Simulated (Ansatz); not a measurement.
`[SiH3]O[SiH2][GaH2]` + NH₃ → `N[SiH2]O[SiH3]` + `[GaH3]`  (cleavage of the Si–Ga bond)

Isolated molecules relaxed with PBE0-D4/def2-TZVP in Ansatz; ΔE leaves out vibrations. CBS: MP2 limit from def2 TZ/QZ plus the TZ coupled-cluster correction, frozen cores. This one scheme is used for every species. Functionals use def2-TZVPP. B3LYP here is the variant with VWN-RPA as its local correlation; programs differ in this. HSE06 is defined as in plane-wave codes. For Ga outer-core shells are correlated without core-valence functions, which leaves a few kJ/mol of doubt a bond. Scalar relativity is left out up to krypton. Each species was taken in one conformer, which may not be the lowest.

`[SiH3]O[SiH2][GaH2]`:

```xyz
11

Si   -0.366   -1.033    1.275
O    -1.082    0.387    0.936
Si   -0.671    1.370   -0.362
Ga    1.133    0.084   -1.370
H    -1.305   -2.173    1.169
H     0.309   -1.017    2.592
H     0.721   -1.266    0.229
H    -1.892    1.559   -1.193
H    -0.308    2.709    0.181
H     0.835   -0.958   -2.508
H     2.627    0.338   -0.948
```

NH₃:

Z-matrix (Å, degrees):
```
N
H 1 1.013
H 1 1.013 2 107.1
H 1 1.013 2 107.1 3 -114.5
```

`N[SiH2]O[SiH3]`:

Z-matrix (Å, degrees):
```
Si
O 1 1.640
N 1 1.701 2 114.3
H 1 1.483 2 107.7 3 119.4
H 1 1.484 2 107.7 3 -119.4
Si 2 1.630 1 148.8 3 178.7
H 3 1.007 1 121.3 2 -75.2
H 3 1.007 1 121.3 2 75.3
H 6 1.484 2 108.5 1 -179.2
H 6 1.487 2 110.5 1 61.0
H 6 1.487 2 110.5 1 -59.4
```

`[GaH3]`:

Cartesian coordinates in Å:
```
Ga 0.000 0.000 0.000
H -1.118 -0.690 -0.856
H 0.920 1.093 -0.646
H 0.198 -0.404 1.503
```

| level | ΔE (kJ/mol) | difference from CCSD(T)/CBS |
| --- | --- | --- |
| revPBE-D4 | -36.8 | 16.2 |
| B97M-V | -59.6 | -6.6 |
| r2SCAN0-D4 | -55.9 | -2.9 |
| HSE06-D4 | -43.4 | 9.6 |
| CAM-B3LYP-D4 | -67.8 | -14.8 |
| PBE | -39.2 | 13.8 |
| PBE0 | -48.2 | 4.8 |
| B3LYP | -65.5 | -12.5 |
| HSE06 | -48.0 | 5.0 |
| LC-ωPBE | -60.5 | -7.5 |
| HF/def2-SVP | -97.2 | -44.2 |
| MP2/def2-SVP | -68.9 | -15.9 |
| CCSD/def2-SVP | -66.0 | -13.0 |
| HF/def2-QZVPP | -100.3 | -47.3 |
| HF/CBS(def2) | -100.6 | -47.6 |
| MP2/CBS(def2) | -59.0 | -6.0 |
| CCSD(T)/CBS | -53.0 | 0 |

Largest T1 diagnostic among the species: 0.013.

From PBE to PBE0 (25 % exact exchange), in def2-TZVPP and without D4, ΔE moves by −9.0 kJ/mol. In def2-TZVPP, CCSD(T) changes the Hartree–Fock value by +42.5 kJ/mol (the triples alone add +5.7 kJ/mol) and MP2 by +36.5 kJ/mol.

CCSD(T)/CBS has its own doubt, a few kJ/mol and more with outer-core shells, so smaller differences from it don't rank the levels.
